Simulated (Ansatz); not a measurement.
`C[CH]([SiH3])[InH2]` → `[CH3][In]([CH3])[SiH3]`  (isomerisation)

Isolated molecules relaxed with PBE0-D4/def2-TZVP in Ansatz; ΔE leaves out vibrations. CCSD(T)/CBS adds triple-zeta CCSD(T) − MP2 to the extrapolated MP2 energy (def2 sets, frozen cores). Functionals use def2-TZVPP. def2 core potentials past Kr. For In outer-core shells are correlated without core-valence functions, which leaves a few kJ/mol of doubt a bond.

CCSD(T)/CBS gives -65.2 kJ/mol.

Q: Another level gave -59.5 kJ/mol. Which?
A. revPBE/def2-TZVPP
B. HF/def2-TZVPP
C. r2SCAN-D4/def2-TZVPP
D. PBE/def2-TZVPP

A: B. HF/def2-TZVPP -59.5, r2SCAN-D4 -67.5, PBE -77.5, revPBE -82.7 kJ/mol.

Largest T1 diagnostic among the species: 0.013.

At CCSD(T), def2-SVP lies +12.9 kJ/mol from the extrapolated value and def2-TZVPP −0.7 kJ/mol. Leaving LDA and LC-ωPBE aside and taking each functional with its dispersion term where it has one, the values, not all of them listed here, spread over 20.5 kJ/mol, from B2PLYP to B97M-V. LDA lies +17.0 kJ/mol from PBE without D4. From PBE to PBE0 (25 % exact exchange), in def2-TZVPP and without D4, ΔE moves by +4.8 kJ/mol.

CCSD(T)/CBS has its own doubt, a few kJ/mol and more with outer-core shells, so smaller differences from it don't rank the levels.
